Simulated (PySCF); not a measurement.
ClHO3W, SMILES [O]=[W](=[O])([OH])[Cl], multiplicity 1.

Coordinates come from a PBE-D3(BJ)/def2-SVP optimisation. The geometry has at least one imaginary mode, so it is a saddle point at that level. The multiplicity is an assumed one; no other spin state was optimised. The structure was generated by enumeration; whether it is a known compound was not checked. The def2 effective core potentials stand for the cores of W; spin–orbit coupling is left out. The values are those of a single conformer.

Calculation: PySCF with PBE-D3(BJ)/def2-SVP.

Frequencies are harmonic and unscaled.

Question: Estimate the vibrational spectrum. (The exact figures need the calculation; the answer reports its results.)

Answer: 
```json
[
 {"mode": "1", "ν (cm⁻¹)": "123i", "IR (km/mol)": "164.3", "moving atoms (share of kinetic energy)": "H 93 %"},
 {"mode": "2", "ν (cm⁻¹)": "144", "IR (km/mol)": "1.2", "moving atoms (share of kinetic energy)": "O 53 %, Cl 29 %, W 11 %"},
 {"mode": "3", "ν (cm⁻¹)": "167", "IR (km/mol)": "1.7", "moving atoms (share of kinetic energy)": "O 58 %, Cl 25 %, W 15 %"},
 {"mode": "4", "ν (cm⁻¹)": "230", "IR (km/mol)": "19.9", "moving atoms (share of kinetic energy)": "O 73 %, H 10 %, Cl 9 %"},
 {"mode": "5", "ν (cm⁻¹)": "245", "IR (km/mol)": "4.1", "moving atoms (share of kinetic energy)": "O 95 %"},
 {"mode": "6", "ν (cm⁻¹)": "344", "IR (km/mol)": "4.2", "moving atoms (share of kinetic energy)": "O 87 %, Cl 9 %"},
 {"mode": "7", "ν (cm⁻¹)": "401", "IR (km/mol)": "48.3", "moving atoms (share of kinetic energy)": "Cl 67 %, W 18 %, O 8 %"},
 {"mode": "8", "ν (cm⁻¹)": "515", "IR (km/mol)": "171.1", "moving atoms (share of kinetic energy)": "H 65 %, O 29 %"},
 {"mode": "9", "ν (cm⁻¹)": "740", "IR (km/mol)": "60.0", "moving atoms (share of kinetic energy)": "O 76 %, H 14 %, W 10 %"},
 {"mode": "10", "ν (cm⁻¹)": "967", "IR (km/mol)": "135.7", "moving atoms (share of kinetic energy)": "O 89 %, W 10 %"},
 {"mode": "11", "ν (cm⁻¹)": "997", "IR (km/mol)": "68.2", "moving atoms (share of kinetic energy)": "O 94 %"},
 {"mode": "12", "ν (cm⁻¹)": "3774", "IR (km/mol)": "300.9", "moving atoms (share of kinetic energy)": "H 94 %"}
]
```
